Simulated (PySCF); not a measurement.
Mapped SMILES: `[CH3:1][C:2]1=[CH:3][C@H:4]([CH3:5])[NH:6][SiH2:7]1`; H(Xn) means a hydrogen on atom n. Ha(Si7) is cis to C5 on the ring; Hb(Si7) is trans to C5 on the ring.

[PySCF 2.14.0 with density-fitted response routines: shieldings: GIAO PBE0/pcSseg-1; structure optimised with GFN2-xTB; in vacuum; a single conformation; no relativistic terms; equivalent nuclei averaged]

Task: List the cross peaks expected in HSQC, COSY and HMBC spectra.

Result: 

HSQC (one-bond C–H):
| δH | δC |
| --- | --- |
| 6.68 (H(C3)) | 155.0 (C3) |
| 4.32 (H(C4)) | 64.0 (C4) |
| 2.13 (H(C1)) | 21.4 (C1) |
| 1.07 (H(C5)) | 28.3 (C5) |

COSY cross peaks (H two or three bonds apart, from the bond graph; peaks can be absent where the dihedral angle is near 90°):
| δH | δH |
| --- | --- |
| 6.68 (H(C3)) | 4.32 (H(C4)) |
| 5.48 (Ha(Si7)) | 5.34 (Hb(Si7)) |
| 4.32 (H(C4)) | 1.07 (H(C5)) |

HMBC (two and three bonds, from the bond graph):
| δH | δC |
| --- | --- |
| 6.68 (H(C3)) | 141.6 (C2), 64.0 (C4), 28.3 (C5), 21.4 (C1) |
| 5.48 (Ha(Si7)) | 155.0 (C3), 141.6 (C2), 64.0 (C4), 21.4 (C1) |
| 5.34 (Hb(Si7)) | 155.0 (C3), 141.6 (C2), 64.0 (C4), 21.4 (C1) |
| 4.32 (H(C4)) | 155.0 (C3), 141.6 (C2), 28.3 (C5) |
| 2.13 (H(C1)) | 155.0 (C3), 141.6 (C2) |
| 1.07 (H(C5)) | 155.0 (C3), 64.0 (C4) |

References, each an isolated molecule treated in the same way: 1H (31.72 ppm) and 13C (186.93 ppm) against TMS.

Short H···H contacts in this conformer between protons four or more bonds apart (candidates for NOE cross peaks, intensity ∝ r⁻⁶): H(C1)···H(C3) 2.52 Å, H(C3)···H(C5) 2.69 Å.

OH/NH shifts are gas-phase values; hydrogen bonding in solution moves them, usually downfield. Shifts are as computed. Against solution values, carbons near 30 ppm lie about +3 ppm off and those near 130 ppm about +5 ppm. Of 1309 compounds with measured shifts, 239 miss one by over three times the rms of a fit or turn the order of signals round; such compounds aren't used in these exercises.
